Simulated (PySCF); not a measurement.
B3LYP has the VWN-RPA correlation part, as in Gaussian. 

```xyz
4

Al     0.0000     0.0000     0.0002
H      1.5787    -0.0742     0.0001
H     -0.8536    -1.3301     0.0002
H     -0.7250     1.4043    -0.0005
```

Charge 0, multiplicity 1.

Q: Give the Mulliken and meta-Löwdin atomic charges from B3LYP-D3(BJ)/def2-TZVP in PySCF.

A: 
| atom | Mulliken (e) | meta-Löwdin (e) |
|---|---|---|
| Al1 | 0.37 | 0.45 |
| H2 | -0.12 | -0.15 |
| H3 | -0.12 | -0.15 |
| H4 | -0.12 | -0.15 |
